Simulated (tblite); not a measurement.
Species: C₃H₁₀SeSi₂.
Bonds: C1–C2 (double), C2–C3, C3–Si4, C3–Si5, C3–Se6. Hydrogens: H7, H8 on C1; H9 on C2; H10, H11, H12 on Si4; H13, H14, H15 on Si5; H16 on Se6.

Computed with GFN2-xTB (tblite), gas phase: L-BFGS steps from a force-field or distance-geometry start until the largest atomic force falls under 0.01 eV/Å.

The end geometry, which sets the zero of energy:
```
atom  x, y, z in Å
C1      1.6175    1.1404    1.2229
C2      0.6801    0.2328    1.0113
C3     -0.0656   -0.0477   -0.2358
Si4    -1.9507    0.1764    0.0327
Si5     0.4136   -1.7910   -0.8849
Se6     0.4198    1.1643   -1.7478
H7      1.9584    1.8016    0.4413
H8      2.0930    1.2508    2.1822
H9      0.3763   -0.4185    1.8247
H10    -2.6412   -0.1596   -1.2087
H11    -2.3742   -0.7009    1.1261
H12    -2.1779    1.5775    0.3971
H13    -0.3715   -2.0765   -2.0858
H14     1.8446   -1.7857   -1.1899
H15     0.1167   -2.7561    0.1739
H16     0.0534    2.4012   -1.0707
```

Question: These geometries come from the run, each turned onto the end geometry. Order them by energy, lowest first.
A.
```
atom  x, y, z in Å
C1      1.6826    1.0609    1.2172
C2      0.6736    0.2322    1.0212
C3     -0.0863   -0.0188   -0.2245
Si4    -1.9749    0.1777    0.0077
Si5     0.4324   -1.7541   -0.8551
Se6     0.3757    1.2138   -1.7339
H7      2.0640    1.6897    0.4279
H8      2.1820    1.1310    2.1692
H9      0.3410   -0.3942    1.8415
H10    -2.6254   -0.1741   -1.2518
H11    -2.4135   -0.6894    1.1040
H12    -2.2251    1.5818    0.3460
H13    -0.3467   -2.0920   -2.0425
H14     1.8611   -1.6954   -1.1529
H15     0.1674   -2.6984    0.2286
H16    -0.1157    2.4384   -1.1141
```
B.
```
atom  x, y, z in Å
C1      1.6586    1.1090    1.2239
C2      0.6875    0.2355    1.0253
C3     -0.0748   -0.0224   -0.2171
Si4    -1.9665    0.1794    0.0206
Si5     0.4099   -1.7694   -0.8635
Se6     0.4186    1.1818   -1.7295
H7      1.9943    1.7675    0.4388
H8      2.1601    1.2009    2.1720
H9      0.3806   -0.4195    1.8339
H10    -2.6146   -0.1811   -1.2366
H11    -2.4041   -0.7106    1.0977
H12    -2.2317    1.5791    0.3590
H13    -0.3833   -2.0717   -2.0556
H14     1.8390   -1.7460   -1.1805
H15     0.1366   -2.7429    0.1965
H16    -0.0179    2.4194   -1.0963
```
C.
```
atom  x, y, z in Å
C1      1.8696    0.7292    1.1273
C2      0.5720    0.5259    1.0216
C3     -0.1173    0.1121   -0.2284
Si4    -2.0081    0.0358   -0.0409
Si5     0.4796   -1.6134   -0.8148
Se6     0.2545    1.4306   -1.6781
H7      2.5171    0.6153    0.2683
H8      2.3117    1.0280    2.0561
H9     -0.0446    0.6579    1.9095
H10    -2.6189   -0.3566   -1.3019
H11    -2.3082   -0.9518    0.9934
H12    -2.4818    1.3523    0.3738
H13    -0.2429   -1.9760   -2.0306
H14     1.9082   -1.5690   -1.0651
H15     0.1645   -2.5590    0.2543
H16    -0.2630    2.5478   -0.8557
```
D.
```
atom  x, y, z in Å
C1      1.8111    0.8065    1.1486
C2      0.5594    0.3889    1.0568
C3     -0.1542    0.0399   -0.2007
Si4    -2.0516    0.1190    0.0085
Si5     0.5164   -1.6429   -0.8379
Se6     0.3105    1.2886   -1.7041
H7      2.4332    0.9438    0.2767
H8      2.2692    1.0331    2.0947
H9     -0.0203    0.2343    1.9621
H10    -2.7196   -0.2197   -1.2474
H11    -2.3989   -0.8084    1.0942
H12    -2.3833    1.5016    0.3818
H13    -0.1916   -2.0187   -2.0629
H14     1.9510   -1.4834   -1.0860
H15     0.3033   -2.6556    0.1949
H16    -0.2423    2.4820   -1.0908
```
E.
```
atom  x, y, z in Å
C1      1.7227    0.9877    1.1963
C2      0.6357    0.2574    1.0214
C3     -0.1094    0.0048   -0.2346
Si4    -2.0029    0.1852    0.0135
Si5     0.4748   -1.7186   -0.8533
Se6     0.3753    1.2389   -1.7262
H7      2.1692    1.5371    0.3815
H8      2.2105    1.0551    2.1532
H9      0.2186   -0.2901    1.8586
H10    -2.6682   -0.1634   -1.2382
H11    -2.4287   -0.6785    1.1179
H12    -2.2524    1.5903    0.3508
H13    -0.2689   -2.1095   -2.0461
H14     1.9068   -1.6440   -1.1348
H15     0.2335   -2.6562    0.2386
H16    -0.2241    2.4127   -1.1102
```

Answer: B (0.005 eV), A (0.013 eV), E (0.027 eV), D (0.067 eV), C (0.142 eV).

In the order of the answer:

```csv
step,E above end (eV),largest force (eV/Å),rms force component (eV/Å),rms distance from end (Å),rms bond change (Å),bond most changed (Å)
75,0.005,0.08,0.021,0.046,0.001,C3–Si5 +0.004
68,0.013,0.10,0.029,0.091,0.002,C3–Se6 +0.005
58,0.027,0.09,0.032,0.165,0.002,Si5–H13 -0.004
40,0.067,0.11,0.040,0.382,0.005,C3–Se6 +0.011
2,0.142,0.39,0.135,0.520,0.009,Se6–H16 +0.024
```

The cost below is that of the whole relaxation. On Arm Neoverse N1, one thread, shared host with 64 logical CPUs at a one-minute load of 56, this took 1.3 s wall.
